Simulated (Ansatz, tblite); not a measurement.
Spin states of the cluster Ge2O2, each relaxed with PBE-D4/def2-SVP in Ansatz. Electronic energies in the gas phase.

The 6-31G sets use Cartesian d functions. The xTB rows come from tblite. B3LYP takes the VWN-RPA correlation. HSE06 is defined as in plane-wave codes, on full-range PBE exchange. Correlated methods freeze 20 core orbitals; core or outer-core shells of Ge are correlated, in sets that lack core-valence functions. The structure comes from a short search, and lower isomers may exist.

Singlet geometry (D2h within 0.1 Å):

Cartesian coordinates in Å:
```
Ge 1.144 -0.686 0.242
Ge -1.144 0.686 -0.242
O -0.318 -0.099 1.222
O 0.318 0.098 -1.222
```

Triplet geometry (D2h within 0.1 Å):

```xyz
4

Ge   -0.488    1.140   -0.528
Ge    0.488   -1.140    0.528
O    -0.694    0.190    1.052
O     0.694   -0.190   -1.052
```

Quintet geometry (C2v within 0.1 Å):

```
atom   x (Å)   y (Å)   z (Å)
 Ge1  -1.405  -0.454  -0.013
 Ge2   1.243   0.760  -0.241
  O3   0.307  -0.824  -0.825
  O4  -0.145   0.518   1.079
```

⟨S²⟩: triplet 2.01 at PBE0-D4/def2-TZVP (pure 2.00), quintet 6.03 at PBE0-D4/def2-TZVP (pure 6.00).

Only these spin states were relaxed. The quintet has other bonds than the singlet, so the gap mixes isomer and spin.

```json
{"level": "GFN1-xTB", "triplet − singlet (kcal/mol)": "56.1", "quintet − singlet (kcal/mol)": "185.4", "lowest of these": "singlet"}
{"level": "HF/6-31G", "triplet − singlet (kcal/mol)": "56.6", "quintet − singlet (kcal/mol)": "108.0", "lowest of these": "singlet"}
{"level": "HF/def2-TZVP", "triplet − singlet (kcal/mol)": "56.7", "quintet − singlet (kcal/mol)": "125.5", "lowest of these": "singlet"}
{"level": "PBE-D4/def2-TZVP", "triplet − singlet (kcal/mol)": "56.1", "quintet − singlet (kcal/mol)": "147.9", "lowest of these": "singlet"}
{"level": "revPBE-D4/def2-TZVP", "triplet − singlet (kcal/mol)": "55.6", "quintet − singlet (kcal/mol)": "144.8", "lowest of these": "singlet"}
{"level": "BLYP-D4/def2-TZVP", "triplet − singlet (kcal/mol)": "57.9", "quintet − singlet (kcal/mol)": "148.8", "lowest of these": "singlet"}
{"level": "r2SCAN-D4/def2-TZVP", "triplet − singlet (kcal/mol)": "55.9", "quintet − singlet (kcal/mol)": "146.6", "lowest of these": "singlet"}
{"level": "B3LYP-D4/6-31G", "triplet − singlet (kcal/mol)": "58.1", "quintet − singlet (kcal/mol)": "138.1", "lowest of these": "singlet"}
{"level": "HSE06-D4/def2-TZVP", "triplet − singlet (kcal/mol)": "60.8", "quintet − singlet (kcal/mol)": "151.7", "lowest of these": "singlet"}
{"level": "CAM-B3LYP-D4/def2-TZVP", "triplet − singlet (kcal/mol)": "68.2", "quintet − singlet (kcal/mol)": "160.7", "lowest of these": "singlet"}
{"level": "B2PLYP/def2-TZVP", "triplet − singlet (kcal/mol)": "66.5", "quintet − singlet (kcal/mol)": "159.0", "lowest of these": "singlet"}
{"level": "RPA@PBE/def2-TZVP", "triplet − singlet (kcal/mol)": "60.3", "quintet − singlet (kcal/mol)": "148.8", "lowest of these": "singlet"}
```

The xTB methods have no term that favours high spin, so they put low spin too low.
